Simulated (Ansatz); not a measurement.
trans-NiH2(NH3)2 (NiN₂H₈). The state is a singlet with charge 0. Geometry B3LYP-D4/def2-SVP.

```xyz
11

Ni    0.002    0.002    0.001
H    -0.672    0.236    1.391
N    -1.044    1.455   -0.695
H    -0.856    1.673   -1.674
H    -0.883    2.297   -0.139
H    -2.038    1.237   -0.599
H     0.672   -0.236   -1.391
N     1.047   -1.452    0.696
H     2.040   -1.273    0.535
H     0.826   -2.309    0.184
H     0.907   -1.628    1.691
```

The restricted singlet is unstable towards broken spin symmetry in Hartree–Fock (as tested in another run); at HF/STO-3G this wasn't settled.

(1) Estimate the orbital energies around the gap (eV) in Ansatz with HF/STO-3G, PBE-D4/def2-SVP, BLYP-D4/def2-TZVP, r2SCAN-D4/def2-TZVP, r2SCAN-D4/def2-TZVPD.

Results:

(1) 
| orbital | HF/STO-3G | PBE-D4/def2-SVP | BLYP-D4/def2-TZVP | r2SCAN-D4/def2-TZVP | r2SCAN-D4/def2-TZVPD |
| --- | --- | --- | --- | --- | --- |
| HOMO−9 | -18.27 | -12.30 | -12.27 | -12.80 | -12.85 |
| HOMO−8 | -18.11 | -12.26 | -12.24 | -12.76 | -12.81 |
| HOMO−7 | -17.97 | -9.45 | -9.49 | -9.95 | -10.02 |
| HOMO−6 | -17.41 | -8.12 | -8.15 | -8.61 | -8.67 |
| HOMO−5 | -17.29 | -6.18 | -6.49 | -6.80 | -6.91 |
| HOMO−4 | -16.16 | -3.92 | -4.12 | -4.51 | -4.61 |
| HOMO−3 | -14.50 | -3.39 | -4.10 | -4.45 | -4.58 |
| HOMO−2 | -10.28 | -2.82 | -3.49 | -3.75 | -3.85 |
| HOMO−1 | -9.46 | -2.64 | -3.36 | -3.64 | -3.74 |
| HOMO | -1.35 | -2.50 | -3.19 | -3.33 | -3.42 |
| LUMO | 7.72 | -0.80 | -1.19 | -0.93 | -1.10 |
| LUMO+1 | 9.64 | 0.49 | -0.11 | 0.72 | 0.14 |
| LUMO+2 | 12.95 | 1.18 | 0.76 | 1.38 | 0.59 |
| LUMO+3 | 13.72 | 2.34 | 1.72 | 2.58 | 0.96 |
| LUMO+4 | 16.81 | 2.52 | 1.90 | 2.82 | 1.89 |
| LUMO+5 | 17.03 | 2.53 | 1.91 | 2.84 | 2.28 |
